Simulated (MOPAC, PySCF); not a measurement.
boron nitride flake of 2 rings (naphthalene shape) `B1NBN2BNBNB2N1`, neutral singlet in the gas phase. 

Cartesian coordinates (Å):
```xyz
18

B     -2.5046     0.7402     0.0029
N     -2.4678    -0.6879    -0.0001
B     -1.2533    -1.4296    -0.0022
N     -0.0002    -0.7165    -0.0015
B      1.2525    -1.4303    -0.0035
N      2.4674    -0.6893    -0.0026
B      2.5050     0.7388     0.0001
N      1.2601     1.4251     0.0021
B      0.0002     0.7374     0.0015
N     -1.2593     1.4258     0.0036
H     -3.5531     1.3434     0.0048
H     -3.3415    -1.1969    -0.0007
H     -1.2732    -2.6380    -0.0046
H      1.2717    -2.6387    -0.0060
H      3.3409    -1.1987    -0.0041
H      3.5538     1.3415     0.0007
H      1.2740     2.4366     0.0041
H     -1.2726     2.4373     0.0057
```
Charge 0, spin multiplicity 1.

All levels are single points at this geometry (PBE0-D3(BJ)/def2-SVP); Pople sets use spherical d functions. Orbital energies aren't observables, and empty levels follow the basis.

AM1 in MOPAC gives gap (eV) = 11.48.

Estimate the gap (eV) from each of these levels: CAM-B3LYP-D3(BJ)/def2-SVP in PySCF; PBE-D3(BJ)/def2-SVP in PySCF; PBE0-D3(BJ)/def2-SVP in PySCF; B3LYP/6-31G* in PySCF; PBE/6-31G* in PySCF; HF/6-31G* in PySCF; PM6 in MOPAC; PM7 in MOPAC.


```tsv
level	gap (eV)
CAM-B3LYP-D3(BJ)/def2-SVP in PySCF	10.00
PBE-D3(BJ)/def2-SVP in PySCF	5.31
PBE0-D3(BJ)/def2-SVP in PySCF	7.55
B3LYP/6-31G* in PySCF	7.16
PBE/6-31G* in PySCF	5.33
HF/6-31G* in PySCF	14.72
PM6 in MOPAC	10.04
PM7 in MOPAC	8.54
```
